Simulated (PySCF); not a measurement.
**Ionisation energy of Pb by level of theory**

Pb [Xe] 4f14 5d10 6s2 6p2 (3P) → Pb⁺ [Xe] 4f14 5d10 6s2 6p1 (2P), as a difference of total energies. All numbers are calculated (PySCF 2.14, scalar relativity through the core potential, in aug-cc-pwCVTZ-PP with ECP60MDF (8s7p6d4f1g, 96 functions)). Correlated levels: valence: 5s2 5p6 5d10 frozen; valence and next inner shell: nothing frozen outside the core potential. The calculations carry no spin-orbit coupling.

| method | ionisation energy (eV) | difference from reference (eV) |
| --- | --- | --- |
| UHF | 6.563 | -0.854 |
| LDA | 7.158 | -0.259 |
| PBE | 6.978 | -0.439 |
| PBE0 | 7.014 | -0.403 |
| r2SCAN | 7.096 | -0.321 |
| TPSSh | 6.939 | -0.478 |
| wB97M-V | 6.932 | -0.485 |
| B97-3 | 6.789 | -0.628 |
| r2SCANh | 7.109 | -0.308 |
| MP2 (valence) | 6.833 | -0.584 |
| SCS-MP2 (valence) | 6.769 | -0.648 |
| MP2 (valence and next inner shell) | 6.997 | -0.420 |
| SCS-MP2 (valence and next inner shell) | 6.865 | -0.552 |

Reference: 7.417 eV (measured; NIST Atomic Spectra Database, ionization energies).

Spin-orbit coupling is strong in these open shells (close to jj coupling). The scalar numbers leave it out and a first-order estimate fails, so it can dominate the gap to the real levels.

Errors of the correlated levels include the incompleteness of this basis and the frozen core.
